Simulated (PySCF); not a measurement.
## Löwdin shares of the frontier orbitals

Species: H₆P₂Si₂.
Z-matrix (Å and degrees, GFN2-xTB geometry), rows numbered from 1:
```
Si
P   1  2.2683
Si  2  2.2684  1   83.25
P   3  2.2679  2   96.76  1     0.26
H   1  1.4613  2  109.78  3  -118.62
H   1  1.4614  2  113.96  3   114.96
H   2  1.3813  1   95.46  3   -95.04
H   3  1.4614  2  109.86  1   118.61
H   3  1.4612  2  113.83  1  -114.91
H   4  1.3816  1   95.55  2   -94.49
```

Level of theory: PySCF, TDDFT PBE0/def2-SVPD, vertical, gas phase, core orbitals frozen in the response.

Kohn–Sham orbitals with the atoms that hold most of them (Löwdin shares over 4%, at most four atoms; ? is withheld):

| orbital | ε (eV) | atoms |
| --- | --- | --- |
| HOMO-3 | -8.90 | P2 26%, P4 26%, Si1 18%, Si3 18% |
| HOMO-2 | -8.40 | P2 36%, P4 35%, Si1 8%, Si3 8% |
| HOMO-1 | -8.14 | ? |
| HOMO | ? | P4 37%, P2 37%, Si3 8%, Si1 8% |
| LUMO | -0.95 | ? |
| LUMO+1 | -0.67 | P2 21%, P4 21%, Si1 19%, Si3 19% |
| LUMO+2 | -0.37 | Si3 20%, Si1 20%, P4 15%, P2 15% |

Question: Give the leading atoms of the LUMO.

Answer: Si1 (bonded to 2 P and 2 H) 21%; Si3 (bonded to 2 P and 2 H) 21%; P2 (bonded to 2 Si and H) 18%; P4 (bonded to 2 Si and H) 18%. By element: silicon 43%, phosphorus 36%.

Question: Which atoms hold the HOMO-1, and with what shares?

Answer: Si3 (bonded to 2 P and 2 H) 20%; Si1 (bonded to 2 P and 2 H) 20%; P4 (bonded to 2 Si and H) 18%; P2 (bonded to 2 Si and H) 18%. By element: silicon 39%, phosphorus 37%.

Question: What is the HOMO energy, and the HOMO–LUMO gap?

Answer: ε(HOMO) = -6.59 eV; the gap is 5.64 eV (0.2072 hartree).

Question: The HOMO–LUMO gap is 5.64 eV. Where does the response calculation put the lowest singlet, and from which orbitals?

Answer: S1 is at 4.45 eV (f = 0.0000), 1.18 eV below the gap, made of HOMO→LUMO (98%). 

Question: One configuration dominates each of S1, S2, S5, S6 and S8. Which, and how do the shares of the two leading atoms of either orbital change from the occupied to the empty one?

Answer: 
- S1 (4.45 eV, f 0.0000), HOMO→LUMO (98%): P4 37% → 18%, P2 37% → 18%, Si1 8% → 21%, Si3 8% → 21%
- S2 (4.68 eV, f 0.0000), HOMO→LUMO+1 (99%): P4 37% → 21%, P2 37% → 21%
- S5 (5.80 eV, f 0.0000), HOMO-1→LUMO (99%): Si3 20% → 21%, Si1 20% → 21%
- S6 (6.20 eV, f 0.054), HOMO-2→LUMO (95%): P2 36% → 18%, P4 35% → 18%, Si1 8% → 21%, Si3 8% → 21%
- S8 (6.49 eV, f 0.0000), HOMO-1→LUMO+1 (96%): Si3 20% → 19%, Si1 20% → 19%, P2 18% → 21%, P4 18% → 21%

Löwdin shares depend on the basis, the more so with diffuse functions.
